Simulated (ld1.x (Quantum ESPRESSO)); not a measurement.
# phosphorus (P), PAW: configuration errors across variants

```
Element                 : phosphorus
Generator               : ld1.x (Quantum ESPRESSO) 7.5
Type                    : PAW
Functional              : LDA (PZ)
Relativity              : scalar-relativistic
Frozen core             : [Ne]
Valence charge          : 5
Reference configuration : 3s2 3p3
Partial waves           : 3s (bound): rcut 1.30, rcutus 1.50 bohr; 3s channel at 1.3 Ry: rcut 1.30, rcutus 1.50 bohr; 3p (bound): rcut 1.40, rcutus 1.75 bohr; 3p channel at 0.35 Ry: rcut 1.40, rcutus 1.75 bohr
Local potential         : all-electron potential smoothed inside 1.15 bohr (lloc = -1)
Core correction         : Bessel-smoothed model core, default radius (core density twice the valence density)
Augmentation charge     : PSQ, inside the norm-conserving radii
```

All-electron excitation energies from the reference (eV): (1) 3s2 3p2 9.821; (2) 3s2 3p1 29.070; (3) 3s2 3p0 58.965; (4) 3s2 3p3.3 -1.336; (5) 3s1 3p4 8.496; (6) 3s0 3p5 17.136; (7) 3s1 3p0 111.154; (8) 3s2 3p3 spin -1.510; (9) 3s2 3p2 spin 8.978.

Spin tests fill each open shell by Hund’s rule, majority spin first.

The default core radius of the base comes out at 0.99 bohr.

4 further variants failed, have other tests or another functional or relativity, and are left out.

Errors AE − PS in meV (a dash: test not solved or not reliable):

| change | (1) | (2) | (3) | (4) | (5) | (6) | (7) | (8) | (9) | bound ghosts |
| --- | --- | --- | --- | --- | --- | --- | --- | --- | --- | --- |
| base | -1.5 | -11 | -48 | +0.1 | -0.6 | -1.7 | -162 | -1.2 | -2.5 | none |
| local potential all-electron potential smoothed inside 0.88 bohr (lloc = -1) | -1.5 | -11 | -48 | +0.1 | -0.6 | -1.7 | -161 | -1.2 | -2.5 | none |
| type TM semilocal; waves now 3p (bound): rc 1.75 bohr; 3s (bound): rc 1.50 bohr; local potential the s channel | +2.6 | +21 | +74 | +0.2 | -0.7 | -2.7 | +165 | +16 | +12 | none |
| waves 3p (bound): rcut 1.40, rcutus 2.56 bohr; 3p channel at 0.35 Ry: rcut 1.40, rcutus 2.56 bohr | -1.4 | -9.8 | -48 | +0.1 | -0.4 | -0.5 | -162 | -0.7 | -2.4 | none |
| local potential all-electron potential smoothed inside 1.30 bohr (lloc = -1) | -1.5 | -11 | -48 | +0.1 | -0.6 | -1.7 | -162 | -1.2 | -2.5 | none |
| core correction Bessel-smoothed model core inside 1.26 bohr | -1.5 | -11 | -48 | +0.1 | -0.6 | -1.7 | -162 | -1.2 | -2.5 | none |

Give the same row for: waves 3s (bound): rcut 1.30, rcutus 2.18 bohr; 3s channel at 1.3 Ry: rcut 1.30, rcutus 2.18 bohr.

-1.5, -10, -41, +0.1, -0.4, -1.6, -137, -0.2, -1.7; bound ghosts: none.
